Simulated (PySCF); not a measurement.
thiophenol (C6H6S), singlet, geometry from GFN2-xTB. Base run: CAMB3LYP/6-31G, polarisability (PySCF).

Here is a job for PySCF.
```python
from pyscf import gto, scf, dft
from pyscf.prop import polarizability

mol = gto.M(
    atom='''
S     2.21607364   -0.28303336   -0.39388533
C     0.48860135   -0.05615122   -0.08493417
C    -0.36349386   -1.13320806   -0.29574930
C    -1.71831016   -0.99132489   -0.06446033
C    -2.22891142    0.21901520    0.37610984
C    -1.37582354    1.28934142    0.58473119
C    -0.01795611    1.15829752    0.35633014
H     2.58325599    0.95486887   -0.06666551
H     0.04275021   -2.07259053   -0.63906986
H    -2.37744796   -1.83051328   -0.22937882
H    -3.28760274    0.32765523    0.55616385
H    -1.76619066    2.23595995    0.92805971
H     0.64341944    1.99733365    0.52089170
''',
    basis='6-31g',
    verbose=3,
)

mf = dft.RKS(mol)
mf.xc = 'camb3lyp'
mf.kernel()
alpha = mf.Polarizability().polarizability()[2, 2]
print('alpha_zz =', alpha)
```

Each row names what was changed in the base input (with any setting that the change needs).

```
change                                         alpha_zz (bohr³)  basis functions  core-seconds (rough)
---------------------------------------------  ----------------  ---------------  --------------------
base                                                      32.13               79                    80
finite field (a.u.) = 2e-4; conv_tol = 1e-11              32.13               79                    70
functional = pbe                                          33.19               79                    20
basis = def2-SVP                                          39.89              132                   100
basis = cc-pVDZ                                           36.57              132                   200
functional = pbe0                                    (withheld)               79                    20
finite field (a.u.) = 0.02; conv_tol = 1e-11              32.14               79                    90
functional = lda,vwn                                      33.21               79                    20
finite field (a.u.) = 0.001; conv_tol = 1e-6              32.17               79                    60
finite field (a.u.) = 0.001; conv_tol = 1e-11             32.13               79                   100
functional = hf                                           31.71               79                     4
basis = STO-3G                                       (withheld)       (withheld)                    30
```

Problem. Complete the blanks.

Solution. 
- functional = pbe0, alpha_zz (bohr³): 32.74
- basis = STO-3G, alpha_zz (bohr³): 11.73
- basis = STO-3G, basis functions: 45

Finite-field rows take the second difference of the energy in a field along z; a small field with loose convergence shows SCF noise divided by the square of the field, and a large one adds hyperpolarisability.
